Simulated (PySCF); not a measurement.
System: B2H4, net charge 0, singlet state. SMILES: BB
Structure (B3LYP-D3(BJ)/def2-TZVP (Ansatz) minimum search):
```xyz
6

B      0.0005     0.0106     0.8133
B     -0.0005    -0.0106    -0.8133
H      1.0141     0.0110     1.4491
H     -1.0125     0.0267     1.4501
H      0.0070     0.9944    -1.4628
H     -0.0087    -1.0321    -1.4364
```

Dispersion corrections to the total energy (kcal/mol) from the dftd3 and dftd4 libraries through PySCF: D3(BJ) without and D4 with the three-body term, each with the damping fitted for the functional named.

```
functional  D3(BJ)     D4
----------  ------  -----
BLYP         -2.93  -2.67
BP86         -2.09  -1.49
r2SCAN       -0.35  -0.27
LC-wPBE      -1.23  -1.28
PBE              …  -1.16
B2GP-PLYP    -0.84      …
HSE06        -0.82      …
```

**Question.** What belongs in the gaps?

**Answer.** 
- PBE, D3(BJ): -1.38
- B2GP-PLYP, D4: -0.47
- HSE06, D4: -0.88
